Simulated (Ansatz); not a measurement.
`[F][Ti]1234([Cl])([Cl])[C@H]5[C@@H]1[C@@H]2[C@@H]3[C@H]54`. The species carries charge 0 and has multiplicity 1. Correlated methods include outer-core shells of Ti, which these sets cover unevenly. Scalar relativity is left out up to krypton.

Cartesian coordinates in Å:
```
F -0.135 -0.970 -2.347
Ti 0.090 0.342 -1.191
Cl -1.386 1.877 -1.811
Cl 2.049 1.225 -1.741
C 0.484 -1.283 0.446
C 1.116 -0.101 0.883
C 0.119 0.870 1.109
C -1.132 0.283 0.822
C -0.906 -1.046 0.410
H 0.979 -2.189 0.131
H 2.180 0.051 0.976
H 0.287 1.898 1.393
H -2.087 0.781 0.860
H -1.657 -1.739 0.061
```

Give the diagnostics of a CCSD(T)/def2-TZVPP run (frozen core, the Gaussian-basis code of Ansatz). (An estimate is asked.)

Ansatz gave: T1 = 0.0205, largest single amplitude 0.069, largest double 0.035, (T) share of the correlation energy 5.4 %, 15 CCSD cycles. The RHF solution is stable towards an unrestricted one. T1 lies over the customary mark of 0.02 for closed shells; compounds of d metals often pass it without a breakdown.
